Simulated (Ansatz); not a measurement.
Abridged output of a molecular run in Ansatz:

```
Functional definition: HF
1622 factors; integrals over basis functions are off by at most 1.0e-3 eV
mean field evaluation 1: about -16784.3595 eV, gradient 4.8e1 eV
mean field evaluation 2: about -16784.7438 eV, gradient 4.9e1 eV
mean field evaluation 4: about -16789.1220 eV, gradient 4.6e0 eV
mean field evaluation 8: about -16789.1996 eV, gradient 3.5e-1 eV
mean field -16789.20025608 eV, -616.9917292822 hartree, gradient 6.4e-6 eV, S^2 0.000000; 0 other end points of the search recorded, 0 dependent functions left out
10 core orbitals not correlated: weight in the atoms' cores, before any rotation towards them, 1.000 or more for the frozen orbitals, at most 0.000 for the correlated occupied ones
reference -16789.20025608 eV, -616.9917292822 hartree; 18, 18 occupied and 239, 239 virtual orbitals, 1622 factors
second order -31.74500041 eV of doubles, -0.00000000 eV of singles
cycle   1  -31.57389332 eV  change    1.7e-1 eV  update   1.2e-1
cycle   2  -32.29693178 eV  change   -7.2e-1 eV  update   3.5e-2
cycle   3  -32.46847859 eV  change   -1.7e-1 eV  update   1.7e-2
cycle   4  -32.44899418 eV  change    1.9e-2 eV  update   3.6e-3
cycle   5  -32.44824863 eV  change    7.5e-4 eV  update   1.6e-3
cycle   6  -32.44954119 eV  change   -1.3e-3 eV  update   4.9e-4
cycle   7  -32.44928616 eV  change    2.6e-4 eV  update   2.0e-4
cycle   8  -32.44917393 eV  change    1.1e-4 eV  update   6.0e-5
cycle   9  -32.44919563 eV  change   -2.2e-5 eV  update   2.2e-5
perturbative correction -1.20744039 eV, -0.0443726161 hartree
Total energy: -16822.85689210 eV, -618.2285878428 hartree
```

Its atoms:

Cartesian coordinates in Å:
```
C -0.081 1.195 1.728
O -0.344 0.078 0.900
Si 0.345 -0.352 -0.483
F 1.620 0.562 -0.712
C -0.446 -1.203 -1.833
O 0.472 -1.926 -0.843
H 0.828 1.720 1.425
H -0.926 1.884 1.682
H 0.036 0.845 2.754
H -1.464 -1.580 -1.776
H -0.039 -1.223 -2.841
```

**Question.** Which basis set was used?
A. cc-pV(Q+d)Z
B. cc-pV(D+d)Z
C. def2-SVP
D. def2-TZVPP

**Answer.** D. It gives 267 functions.

**Question.** Write the keys of the input that set method, charge and spin (a neutral closed shell needs none for the last two).

**Answer.** 
```yaml
correlation: {method: ccsd_t}
```
